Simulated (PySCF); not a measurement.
Be(F)2 anion (BeF2), SMILES [F][Be][F] (connectivity only; charge and spin as stated), charge -1, multiplicity 2. Atoms are numbered in the order given.

```xyz
3

Be     0.0000     0.0000    -0.5054
F      0.0000     1.3035     0.1123
F      0.0000    -1.3035     0.1123
```
Charge -1, spin multiplicity 2.

Geometry: B3LYP-D3(BJ)/def2-TZVPD. The spin state was assumed, not searched. The isomer is the one that the SMILES or the coordinates give; other isomers of the formula were not compared.

Calculation: C-PCM-M06-2X/def2-TZVPD (PySCF).

The values are the electrostatic part of the solvation free energy, E(continuum) − E(gas) at the gas-phase geometry, in a cavity of scaled van der Waals radii (PySCF's table); cavitation and dispersion terms are not included. A continuum can't describe solvent molecules that bind to the metal.

Computed values in water (ε = 78.36), n-hexane (ε = 1.88), 2-propanol (ε = 19.26):
| solvent | ε | ΔG(elec) (kcal/mol) |
|---|---|---|
| water | 78.36 | -55.6 |
| n-hexane | 1.88 | -25.4 |
| 2-propanol | 19.26 | -53.3 |
